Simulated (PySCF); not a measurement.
A calculated (PBE0, PySCF 2.14, ANO-RCC-VTZP, scalar relativity by spin-free X2C-1e) atom or ion has these occupied shells.

```json
{"shell": "1s β", "electrons": "1", "orbital energy (eV)": "-71569.2", "rms radius, mean of both spins (bohr)": "0.0204"}
{"shell": "1s α", "electrons": "1", "orbital energy (eV)": "-71569.2", "rms radius, mean of both spins (bohr)": "0.0204"}
{"shell": "2s α", "electrons": "1", "orbital energy (eV)": "-12450.4", "rms radius, mean of both spins (bohr)": "0.0824"}
{"shell": "2s β", "electrons": "1", "orbital energy (eV)": "-12450.2", "rms radius, mean of both spins (bohr)": "0.0824"}
{"shell": "2p α", "electrons": "3", "orbital energy (eV)": "-10905.4", "rms radius, mean of both spins (bohr)": "0.0750"}
{"shell": "2p β", "electrons": "3", "orbital energy (eV)": "-10905.3", "rms radius, mean of both spins (bohr)": "0.0750"}
{"shell": "3s α", "electrons": "1", "orbital energy (eV)": "-2903.6", "rms radius, mean of both spins (bohr)": "0.211"}
{"shell": "3s β", "electrons": "1", "orbital energy (eV)": "-2903.6", "rms radius, mean of both spins (bohr)": "0.211"}
{"shell": "3p α", "electrons": "3", "orbital energy (eV)": "-2443.5", "rms radius, mean of both spins (bohr)": "0.212"}
{"shell": "3p β", "electrons": "3", "orbital energy (eV)": "-2443.4", "rms radius, mean of both spins (bohr)": "0.212"}
{"shell": "3d α", "electrons": "5", "orbital energy (eV)": "-1902.8", "rms radius, mean of both spins (bohr)": "0.194"}
{"shell": "3d β", "electrons": "5", "orbital energy (eV)": "-1902.7", "rms radius, mean of both spins (bohr)": "0.194"}
{"shell": "4s α", "electrons": "1", "orbital energy (eV)": "-618.60", "rms radius, mean of both spins (bohr)": "0.469"}
{"shell": "4s β", "electrons": "1", "orbital energy (eV)": "-618.38", "rms radius, mean of both spins (bohr)": "0.469"}
{"shell": "4p α", "electrons": "3", "orbital energy (eV)": "-466.11", "rms radius, mean of both spins (bohr)": "0.499"}
{"shell": "4p β", "electrons": "3", "orbital energy (eV)": "-465.90", "rms radius, mean of both spins (bohr)": "0.499"}
{"shell": "4d α", "electrons": "5", "orbital energy (eV)": "-269.40", "rms radius, mean of both spins (bohr)": "0.538"}
{"shell": "4d β", "electrons": "5", "orbital energy (eV)": "-269.11", "rms radius, mean of both spins (bohr)": "0.538"}
{"shell": "5s α", "electrons": "1", "orbital energy (eV)": "-95.635", "rms radius, mean of both spins (bohr)": "1.11"}
{"shell": "5s β", "electrons": "1", "orbital energy (eV)": "-93.478", "rms radius, mean of both spins (bohr)": "1.11"}
{"shell": "5p α", "electrons": "3", "orbital energy (eV)": "-57.195", "rms radius, mean of both spins (bohr)": "1.29"}
{"shell": "5p β", "electrons": "3", "orbital energy (eV)": "-54.155", "rms radius, mean of both spins (bohr)": "1.29"}
{"shell": "4f α", "electrons": "7", "orbital energy (eV)": "-52.475", "rms radius, mean of both spins (bohr)": "0.648"}
{"shell": "4f β", "electrons": "7", "orbital energy (eV)": "-52.094", "rms radius, mean of both spins (bohr)": "0.648"}
{"shell": "5d α", "electrons": "5", "orbital energy (eV)": "-13.922", "rms radius, mean of both spins (bohr)": "2.12"}
{"shell": "5d β", "electrons": "1", "orbital energy (eV)": "-11.766", "rms radius, mean of both spins (bohr)": "2.12"}
```

(1) Name the element and its charge.

Results:

(1) Re⁺ (rhenium, charge +1), in [Xe] 4f14 5d6, high-spin 5D determinant (an excited configuration).
